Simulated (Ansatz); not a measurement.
Bond stretch in BH, singlet.

RHF/def2-TZVP (Ansatz, a quantum-chemistry and plane-wave program); RMP2 = Ansatz with MP2 on RHF/def2-TZVP, frozen core; UHF/def2-TZVP (Ansatz); UCCSD = Ansatz with CCSD on UHF/def2-TZVP, frozen core; UCCSD(T) = CCSD(T) on UHF/def2-TZVP, frozen core (Ansatz); RKS-B3LYP = restricted B3LYP/def2-TZVP in Ansatz; UKS-B3LYP = unrestricted B3LYP/def2-TZVP (Ansatz); RKS-PBE = restricted PBE/def2-TZVP (Ansatz); UKS-PBE = unrestricted PBE/def2-TZVP run with Ansatz; FCI = full CI/def2-TZVP, frozen core in Ansatz.

All curves are set to zero at 1.24 Å and compared with full CI in the same basis at 1.24, 1.28, 1.31, 1.38, 1.44, 1.53, 1.66, 1.86, 2.08, 2.24, 2.48, 2.72, 3.03, 3.32, 3.73, 4.36, 5.03 Å.

Task: Which method stays most parallel to full CI over these points, and which least?

Result: UCCSD(T) has the smallest spread and RHF the largest. In order (mEh): UCCSD(T) 4.71, UKS-PBE 5.07, UKS-B3LYP 5.48, UCCSD 6.96, UHF 41.03, RKS-PBE 48.33, RMP2 63.04, RKS-B3LYP 63.77, RHF 131.47.

Errors against full CI at some of the points (mEh):

```tsv
method	1.53 Å	1.86 Å	2.48 Å	3.03 Å	5.03 Å
UCCSD(T)	0.0	0.1	3.4	3.8	-0.2
UKS-PBE	-2.8	-4.9	-0.4	-0.3	-1.1
UKS-B3LYP	0.2	1.1	5.5	2.7	2.6
UCCSD	0.3	1.2	6.1	3.8	-0.9
UHF	6.1	14.7	-3.8	-19.1	-26.3
RKS-PBE	-3.3	-5.3	-0.5	11.7	43.0
RMP2	2.4	7.1	22.6	41.3	54.1
RKS-B3LYP	0.2	1.1	9.7	24.7	63.8
RHF	4.0	10.9	31.3	57.1	131.5
```

The restricted form behind RHF, RMP2, RKS-B3LYP, RKS-PBE keeps the bonding electrons paired and can't separate into open-shell fragments. The T1 diagnostic of CCSD on the restricted reference of RMP2 exceeds 0.045 at 2.24 to 5.03 Å. The unrestricted determinant behind UHF, UCCSD, UCCSD(T) is spin-contaminated at 0.99 to 5.03 Å (<S²> up to 1.0, against 0.00 for a pure singlet). The unrestricted determinant behind UKS-B3LYP is spin-contaminated at 0.99 to 1.28, 2.24 to 5.03 Å (<S²> up to 1.0, against 0.00 for a pure singlet). The unrestricted determinant behind UKS-PBE is spin-contaminated at 0.99 to 1.44, 2.48 to 5.03 Å (<S²> up to 1.0, against 0.00 for a pure singlet).
